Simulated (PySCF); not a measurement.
Cr²⁺ (chromium, charge +2): UHF calculation

Configuration: [Ar] 3d3 4s1, high-spin 5F determinant (an excited configuration). Calculation: PySCF 2.14, in aug-cc-pVQZ-DK (9s8p6d4f3g2h, 140 functions); the spin-free X2C one-electron Hamiltonian (Gaussian nucleus).

* Total energy: -1048.679214 hartree
* One-electron energy: -1422.5860 hartree
* Hartree (Coulomb) energy: 421.2786 hartree
* Exchange energy: -47.3718 hartree
* ⟨S²⟩: 6.0024
* ⟨L²⟩: 12.032
* Sum of ⟨r⟩: 15.66 bohr
* Sum of ⟨r²⟩: 21.19 bohr²
* Langevin diamagnetic susceptibility: -16.8 ×10⁻⁶ cm³/mol

| shell | electrons | mean orbital energy (hartree) | rms radius, mean of both spins (bohr) |
| --- | --- | --- | --- |
| 1s α | 1 | -223.13992 | 0.0734 |
| 1s β | 1 | -223.13380 | 0.0734 |
| 2s α | 1 | -27.76744 | 0.316 |
| 2s β | 1 | -27.68002 | 0.316 |
| 2p α | 3 | -23.39685 | 0.287 |
| 2p β | 3 | -23.31388 | 0.287 |
| 3s α | 1 | -4.57732 | 0.952 |
| 3s β | 1 | -4.30945 | 0.952 |
| 3p α | 3 | -3.28630 | 1.02 |
| 3p β | 3 | -2.97595 | 1.02 |
| 3d α | 3 | -1.45202 | 1.23 |
| 4s α | 1 | -0.88950 | 2.80 |

Densities and radii are taken from the X2C orbitals without a picture-change correction, which distorts them close to the nucleus.

Spin-orbit constants ζ (cm⁻¹) from the X2C one-electron operator on these orbitals: bare nucleus, nucleus screened by l(l+1)(2l+1)/3 electrons, and screened by the Breit-Pauli mean field of the electrons.

```csv
shell,bare,screened nucleus,mean field
2p,49410,45300,n/a
3p,5910,5417,n/a
3d,537.4,313.5,n/a
```

To first order the Landé constant is A = 78.37 cm⁻¹, so the lowest level has J = 1 and lies 0.0777 eV below the centre of the term. This holds in LS coupling only.
